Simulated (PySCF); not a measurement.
```xyz
3
charge 0 multiplicity 1, angstrom
Si    0.0000    0.0000   -1.2365
N     0.0000    0.0000   -2.7951
Br    0.0000    0.0000    0.9343
```

Level of theory: PySCF, PBE0, basis Si def2-TZVP, N def2-TZVP, Br def2-TZVP (no relativity, density fitting).

This geometry of BrSiN is a stationary point at this level.

**Question.** What is the point group?

**Answer.** C∞v.

**Question.** Is it a minimum?

**Answer.** Yes: all harmonic wavenumbers are real.

**Question.** List the harmonic modes with their infrared intensities.

**Answer.** 
| symmetry | ω (cm⁻¹) | IR (km/mol, summed over degenerate members) | type |
| --- | --- | --- | --- |
| π | 125 | 29.3 | bend |
| σ+ | 394 | 31.7 | stretch |
| σ+ | 1264 | 18.1 | stretch |

**Question.** What is the atomisation energy, with and without zero-point energy?

**Answer.** 677 kJ/mol without, 666 kJ/mol with.

In C∞v the vibrations span π + 2σ+.

Other isomers or separated fragments may lie lower.
